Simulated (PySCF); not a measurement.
From computed data to an observable: oscillator strength and radiative lifetime

BH₅OSn, SMILES B[O][SnH3].

Geometry optimised at B3LYP-D3(BJ)/def2-SVP. The def2 effective core potentials stand for the cores of Sn; spin–orbit coupling is left out.

TDDFT-LC-ωPBE/def2-SVPD (PySCF) puts the first singlet state with f over 0.02 at 6.81 eV (vertical), with the transition dipole (-0.113, 0.690, 0.000) in atomic units.

**Question.** Find the oscillator strength, the wavelength and the radiative lifetime that this transition would have in vacuum if emission retraced absorption.

**Answer.** 
|μ|² = 0.4889 au, so |μ| = 1.78 D. ΔE = 6.81/27.211 = 0.2503 hartree. f = (2/3) ΔE |μ|² = 0.082 (the program prints 0.082).
λ = 1239.84/6.81 = 182 nm; ν = 54926 cm⁻¹.
Einstein's coefficient A = 0.6670 ν² f s⁻¹ (ν in cm⁻¹) = 1.6e8 s⁻¹, so τ = 1/A = 6.1 ns. This state is S2; the lower singlet has f = 0.000. The figure is the radiative limit of this one transition; relaxation, internal conversion, crossing to triplets and a medium change what is measured.
